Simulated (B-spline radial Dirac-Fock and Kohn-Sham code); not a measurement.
# Cr⁵⁺ 2s: cross section and angular parameters

System: Cr⁵⁺ in the configuration 1s2 2s2 2p6 3s2 3p6 3d1; threshold 783.4 eV (orbital energy of the model). These are calculated numbers from a radial atomic solver; the model is Dirac-Hartree-Slater photoionisation with a Latter tail; cross sections with all multipoles, angular parameters from the dipole term and its interference with E2.

Input file task.json (cfg lists n, l and occupation; rrms is the nuclear radius in fm):

```json
{"items": [{
  "Z": 24,
  "q": 5,
  "cfg": [[1, 0, 2], [2, 0, 2], [2, 1, 6], [3, 0, 2], [3, 1, 6], [3, 2, 1]],
  "A": 52,
  "rrms": 3.6452,
  "do": "xps",
  "hv": [60, 64.1, 85.0, 94.8, 110.0, 140.0, 150, 185.0, 200, 223.0, 224.0, 309.0, 600, 697.0, 1020.0, 1253.6, 1380.0, 1410.0, 1450.0, 1580.0, 2110.0, 2770.0, 2984.4, 3610.0, 4000, 6000, 6370.0, 9810.0, 11300.0]
}]}
```

Launch: `python xray2_run.py task.json out`

| hν (eV) | σ (kb) | β | γ |
| --- | --- | --- | --- |
| 1020 | 101 | 2.000 | 0.070 |
| 1253.6 | 72.2 | 2.000 | -0.043 |
| 1380 | 61.0 | 2.000 | -0.055 |
| 1410 | 58.7 | 2.000 | -0.055 |
| 1450 | 55.8 | 2.000 | -0.053 |
| 1580 | ? | ? | ? |
| 2110 | 27.4 | 2.000 | 0.070 |
| 2770 | 15.8 | 2.000 | 0.247 |
| 2984.4 | 13.4 | 2.000 | 0.306 |
| 3610 | 8.88 | 2.000 | 0.468 |
| 4000 | 7.06 | 2.000 | 0.563 |
| 6000 | 2.75 | 2.000 | 0.994 |
| 6370 | 2.38 | 1.999 | 1.064 |
| 9810 | 0.811 | 1.999 | 1.625 |
| 11300 | 0.563 | 1.999 | 1.832 |

Q: Give the values at 1580 eV.

A: σ = 47.7 kb, β = 2.000, γ = -0.041. For an s subshell δ is negligible.
